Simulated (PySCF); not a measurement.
## InB: one state, many levels of theory

State: ³Π (triplet), unpaired electrons σ ↑, π ↑. Set-up: basis In x2c-SVPall, B x2c-SVPall; spin-free X2C with a Gaussian nucleus; PySCF 2.14. De refers to In + B in their high-spin ground configurations, without counterpoise correction. The functionals are run spin-unrestricted. A positive dipole means In(−)B(+).

```csv
Level,Re (Å),ωe (cm⁻¹),De (eV),μ (D)
UHF,2.428,403,1.05,-1.73
UHF-MP2,2.402,419,1.45,n/a
UHF-SCS-MP2,2.411,414,1.29,n/a
UHF-CCSD,2.417,399,1.35,n/a
UHF-CCSD(T),2.418,396,1.44,n/a
PBE,2.438,369,2.00,-1.73
PBEsol,2.411,383,2.16,-1.60
r²SCAN,2.413,392,1.97,-1.57
PBE0,2.411,394,1.84,-1.80
M06,2.441,378,1.80,-1.79
MN15,2.384,394,1.76,-1.20
CAM-B3LYP,2.398,403,1.61,-1.82
```

Q: Which functional lies closest to UHF-CCSD(T) in De, which farthest, and by how much do they differ from it?

A: Closest is CAM-B3LYP (-2.0 pm in Re, +1.8 % in ωe, +0.17 eV in De against UHF-CCSD(T) in the same basis), farthest PBEsol (-0.7 pm in Re, -3.3 % in ωe, +0.72 eV in De). CCSD(T) converges more slowly with the basis than the functionals do and binds too weakly in this one, so the order can change at the basis-set limit.

Q: What does a quarter of exact exchange do here, going from PBE to PBE0?

A: PBE0 less PBE: -2.7 pm in Re, +6.8 % in ωe, -0.16 eV in De. Exact exchange removes part of the self-interaction that spreads semilocal densities, and in most molecules shortens and stiffens the bond and lowers De; so it does here.

Q: What does second-order correlation do here, going from UHF to UHF-MP2?

A: UHF-MP2 less UHF: -2.6 pm in Re, +4.0 % in ωe, +0.40 eV in De. Correlation nearly always deepens the well. The bond shortens, as in weak, metallic or heavy-atom bonds, where dispersion and the correlation of outer-core electrons pull the atoms together.

Correlated steps freeze 19 core orbitals. Correlated levels converge slowly with the basis: in double zeta they bind strong bonds too weakly, by up to about 1 eV, and carry superposition errors of some tenths. These are scalar-relativistic numbers at best; spin–orbit coupling would shift them, the dissociation energy most. The state is the lowest determinant that a PBE0 search found; another state may lie lower at other levels.

The whole job (state search and all levels along the bond) took about 3 min on 1 thread of Arm Neoverse V1 (shared host), peak memory 0.61 GiB.
